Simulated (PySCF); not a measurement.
## NMR parameters of NbCl5

NbCl5, Cl5Nb.

Geometry (Å), atoms numbered from 1 in this order:
```xyz
6

Nb   -0.0033   -0.0014    0.0002
Cl   -0.0220   -0.0112    2.3160
Cl    0.0116    0.0067   -2.3156
Cl    2.2661    0.0057    0.0196
Cl   -1.1232    1.9763   -0.0015
Cl   -1.1293   -1.9762   -0.0187
```

GIAO calculations in PySCF 2.14.0 with density-fitted response routines on the PBE0-D3(BJ)/def2-SVP structure: isolated species, scalar relativity only through the core potential, equivalent atoms averaged; basis pcSseg-1 (def2-TZVP on Nb).

Q: Give the isotropic shieldings (ppm) with B3LYP, PBE0.

A: 
```
              atoms            environment  B3LYP  PBE0
Cl2/Cl3/Cl4/Cl5/Cl6  chlorine bonded to Nb     89   116
 HOMO–LUMO gap (eV)                      –   4.35  4.77
```

Q: And the chemical shifts, against references computed in the same way?

A: 
| atoms | nucleus, reference | B3LYP | PBE0 |
| --- | --- | --- | --- |
| Cl2/Cl3/Cl4/Cl5/Cl6 | 35Cl, HCl | 842 | 827 |

Q: Which part of the shielding of Cl2/Cl3/Cl4/Cl5/Cl6 depends on the functional?

A: Diamagnetic: B3LYP 1148, PBE0 1147 ppm; paramagnetic: B3LYP -1059, PBE0 -1031 ppm. The diamagnetic part, set mainly by inner electrons, hardly moves; the paramagnetic part goes with low-lying magnetically allowed excitations and carries the spread.

Nb is described by an effective core potential, so it has no shielding of its own here; spin–orbit effects on the atoms bonded to it, which can be large, are absent, and the values of these neighbours are rough. The averaged Cl atoms aren't alike in the static structure (σ from 77 to 97 ppm); the average presumes fast exchange among these sites.
